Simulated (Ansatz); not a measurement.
Exact exchange and the HOMO–LUMO gap of GaBr

The species is GaBr (2 atoms), meant as a singlet with charge 0. As SMILES, `[Ga][Br]`. The coordinates come from a PBE0-D4/def2-TZVP relaxation.

The HOMO–LUMO gap y, in eV, basis aug-cc-pVTZ; a is the functional's share of exact exchange. Programs: Ansatz 0.2.0.

| functional | program | a | y (eV) |
| --- | --- | --- | --- |
| BLYP | Ansatz | 0 | 3.81 |
| PBE | Ansatz | 0 | 3.86 |
| B3LYP | Ansatz | 0.2 | ? |
| r2SCAN0 | Ansatz | 0.25 | 5.79 |
| PBE0 | Ansatz | 0.25 | 5.50 |
| BHLYP | Ansatz | 0.5 | 7.03 |

**Question.** Fit y = c + s·a to the known rows and predict B3LYP.

**Answer.** 
1. Means of the 5 rows: a = 0.2000, y = 5.198.
2. Σ(Δa)² = 0.175, Σ(Δa·Δy) = 1.1395, so the slope is 1.1395/0.175 = 6.5114.
3. Intercept: 5.198 − (6.5114) × 0.2000 = 3.896. The largest residual of the fit is 0.27.
4. B3LYP: 3.896 + (6.5114) × 0.2 = 5.20 eV.

The run gave 5.13 eV, so the prediction is off by +0.07 eV, within the scatter of the fit. Exact exchange lowers occupied levels and raises empty ones. The rows mix families of semi-local functionals, which the line can't see.
